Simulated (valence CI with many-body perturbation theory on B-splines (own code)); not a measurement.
**Valence orbitals of Os62+**

Level of theory: configuration interaction combined with many-body perturbation theory (CI+MBPT): four valence electrons over a frozen Dirac-Fock core [Ne], radial functions for each j: 11 s, 11 p, 10 d, 8 f, 5 g, 2 h, with the one-electron correlation potential Σ1, the two-electron term Σ2, the three-electron term Σ3, Breit, model QED; selected CI, second order for the rest, scaled by the run's own slope (own B-spline code, finite nucleus).

The last digits are not significant, and no measured levels were compared; by estimate large intervals hold to a few tenths of a per cent, small ones and those within an open d or f shell to about a per cent. Among the levels kept, up to 600 cm⁻¹ of a level comes from second order outside the variational space, and about a tenth of that is noise between levels of different J, which matters for small intervals.

These are the spectroscopic orbitals of the CI (the correlating ones are not listed), shaped by the core and the other valence electrons. h is the expectation value of the core's Dirac-Fock operator, without the valence repulsion; Σ1 is computed up to l = 3 at one energy for each symmetry, that of its lowest orbital but kept below the first core excitation, so for empty shells it is not the orbital's own correlation shift; Breit and QED include the response of the core.

```csv
Orbital,h (hartree),Σ1 (cm⁻¹),Breit (cm⁻¹),QED (cm⁻¹),⟨r⟩ (bohr)
3s1/2,-279.92,-7510,52408,44525,0.1784
4s1/2,-152.09,-2540,20294,17862,0.3309
5s1/2,-95.262,-1167,9662,8739,0.5322
6s1/2,-65.196,-638,5400,4921,0.7807
7s1/2,-47.395,-388,3322,3041,1.077
8s1/2,-35.997,-254,2189,2009,1.420
3p1/2,-273.76,-9850,88170,3275,0.1674
4p1/2,-149.52,-3263,34190,1330,0.3224
5p1/2,-93.978,-1507,16469,662,0.5254
6p1/2,-64.464,-826,9248,376,0.7758
7p1/2,-46.94,-503,5706,234,1.074
8p1/2,-35.695,-329,3768,155,1.419
3p3/2,-258.01,-8164,47330,6801,0.1791
4p3/2,-143.08,-2837,18524,2759,0.3380
5p3/2,-90.74,-1337,10025,1379,0.5450
6p3/2,-62.615,-741,5671,786,0.7993
7p3/2,-45.787,-455,3517,490,1.101
8p3/2,-34.928,-299,2333,326,1.450
3d3/2,-250.81,-10310,40059,-1106,0.1529
4d3/2,-140.32,-2931,14564,-332,0.3146
5d3/2,-89.388,-1312,6928,-145,0.5239
6d3/2,-61.85,-713,3864,-76.7,0.7805
7d3/2,-45.312,-433,2379,-45.7,1.085
3d5/2,-247.19,-8897,19211,824,0.1565
4d5/2,-138.77,-2515,6871,450,0.3190
5d5/2,-88.588,-1128,3370,248,0.5292
6d5/2,-61.387,-614,1885,149,0.7869
7d5/2,-45.02,-374,1163,95.2,1.092
4f5/2,-137.3,-2503,1498,-241,0.2774
5f5/2,-87.859,-1216,1022,-126,0.4893
6f5/2,-60.972,-685,632,-73.4,0.7484
7f5/2,-44.762,-425,420,-46.3,1.055
4f7/2,-136.63,-2346,459,126,0.2796
5f7/2,-87.511,-1133,310,61.4,0.4918
6f7/2,-60.771,-637,184,35.0,0.7513
7f7/2,-44.635,-394,122,21.9,1.058
5g7/2,-87.371,,34.8,-60.3,0.4320
6g7/2,-60.687,,34.4,-35.5,0.6920
7g7/2,-44.582,,26.8,-22.6,0.9998
5g9/2,-87.168,,7.6,45.8,0.4336
6g9/2,-60.57,,7.4,26.2,0.6938
7g9/2,-44.507,,5.6,16.4,1.002
6h9/2,-60.551,,,,0.6159
6h11/2,-60.474,,,,0.6172
```

Among the shells of the start configuration 3s2 3p2, Σ1 is largest in size for 3p1/2, where it is 0.016 % of h.

Lowest root of each symmetry, sizes in configuration state functions:

| J | Parity | Roots | Reference | Variational | Second order | Change by selected CI (cm⁻¹) | Change by second order (cm⁻¹) |
| --- | --- | --- | --- | --- | --- | --- | --- |
| 0 | even | 13 | 61 | 21881 | 38654 | -11685 | 0 |
| 1 | even | 18 | 125 | 32000 | 149618 | -10053 | -49 |
| 2 | even | 27 | 164 | 31997 | 232615 | -10883 | -202 |
| 3 | even | 16 | 123 | 31996 | 268468 | -13258 | -199 |
| 4 | even | 12 | 79 | 31998 | 243752 | -12740 | -266 |
| 5 | even | 3 | 28 | 31996 | 69937 | -12423 | -39 |
| 0 | odd | 10 | 50 | 23924 | 40958 | -10154 | -1 |
| 1 | odd | 23 | 134 | 31994 | 149930 | -11597 | -95 |
| 2 | odd | 26 | 164 | 32000 | 232194 | -9564 | -174 |
| 3 | odd | 19 | 138 | 31996 | 268628 | -11953 | -264 |
| 4 | odd | 12 | 86 | 32000 | 260470 | -10441 | -239 |
| 5 | odd | 5 | 39 | 31997 | 164880 | -17123 | -111 |
| 6 | odd | 1 | 12 | 20029 | 79767 | -13974 | -24 |
